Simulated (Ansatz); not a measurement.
The same path of Cl3H4N2Ta + H4Si (15 atoms, charge 0, multiplicity 1) was run twice with different band settings. Lost on the way: Si11–H15. Made: Ta1–Si11, N2–H15.

Theory: RKS PBE/def2-SVP in Ansatz 0.2.0.

Relaxed end points:

```xyz
15
Properties=species:S:1:pos:R:3
Ta -0.036 0.818 0.244
N 1.862 0.560 -0.113
H 2.562 0.188 0.538
H 2.280 0.770 -1.029
N -0.302 0.243 2.134
H -0.672 -0.675 2.406
H -0.350 0.900 2.921
Cl -1.076 1.642 -1.706
Cl -0.045 2.997 1.175
Cl -0.885 -1.347 -0.249
Si 1.804 -3.589 -1.591
H 1.122 -4.260 -0.434
H 0.827 -3.347 -2.704
H 2.914 -4.474 -2.089
H 2.397 -2.282 -1.143
```

```xyz
15
Properties=species:S:1:pos:R:3
Ta -0.076 -0.027 -0.221
N 2.296 0.204 -0.371
H 2.747 -0.105 0.502
H 2.558 1.191 -0.511
N 0.085 -0.865 1.574
H 0.316 -1.819 1.868
H -0.227 -0.310 2.386
Cl 0.199 0.045 -2.590
Cl 0.314 2.151 0.665
Cl -2.386 -0.196 -0.411
Si 0.822 -2.532 -0.761
H 1.107 -3.354 0.487
H -0.174 -3.327 -1.571
H 2.121 -2.563 -1.545
H 2.702 -0.350 -1.140
```

Common settings: movable images 5; climbing image yes; spring 5.0 eV/Å²; optimiser quadratic models (default); force threshold 0.05 eV/Å; iteration limit 60; end points relaxed.

| run | start path |
| --- | --- |
| 1 | through a guess of the saddle point |
| 2 | straight line |

(1) What does each run give, and how far can it be trusted?

## Answers

(1) Run 1: converged after 24 iterations, highest image 1.252 eV above the first end. A vibrational analysis at the climbing image gives one clearly imaginary mode, 1095i cm⁻¹: a first-order saddle point.
Run 2: converged after 25 iterations, highest image 1.251 eV above the first end. Another band between the same ends (5 images) ends at a top of the same energy, where a vibrational analysis finds 1 clearly imaginary mode.
The orbitals stay closed-shell, which can raise the energy where a bond breaks towards radicals; this wasn't checked here.
